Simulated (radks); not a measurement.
Results of a calculation; reference values are marked as such.
Ionisation of Pr+, [Xe] 4f3 6s1, to Pr2+, [Xe] 4f3, under several functionals. Dirac Kohn-Sham, spin-unpolarised, spherical densities, finite nucleus; open shells fill j = l - 1/2 first; a radial shooting solver on a logarithmic mesh with Libxc functionals.

| functional | E(Pr+) (hartree) | Exc (hartree) | IE (eV) | -e(HOMO) (eV) | <r> HOMO (bohr) | IE error (eV) |
|---|---|---|---|---|---|---|
| exchange-only PBE | -9238.7526 | -213.2893 | 10.280 | 6.028 | 1.187 | -0.351 |
| PW91 | -9243.1113 | -217.7158 | 10.651 | 7.185 | 1.167 | +0.020 |
| XLYP | -9243.4002 | -217.9956 | 10.795 | 6.954 | 1.173 | +0.164 |
| B86b exchange with PBE correlation | -9242.8420 | -217.4398 | 10.610 | 7.138 | 1.169 | -0.021 |
| exchange-only B88 | -9239.7078 | -214.2607 | 10.091 | 6.044 | 1.185 | -0.540 |
| exchange-only LDA | -9229.5027 | -203.9419 | 9.981 | 5.967 | 1.185 | -0.650 |
| PBE | -9241.9527 | -216.5399 | 10.616 | 7.119 | 1.169 | -0.015 |
| LDA (Slater exchange, Perdew-Wang correlation) | -9235.2135 | -209.7293 | 10.813 | 7.385 | 1.166 | +0.182 |

NIST Atomic Spectra Database: 10.63 eV (semi-empirical). Closest: PBE. The Delta-SCF values span 0.83 eV, the total energies 13.90 hartree. The highest occupied level is 4f5/2. Spin polarisation and multiplet splitting are left out, so open shells lie too high by an amount that depends on their filling.

Beside tabulated values, note that spin-unpolarised runs miss the spin-polarisation part of the exchange energy of open shells.
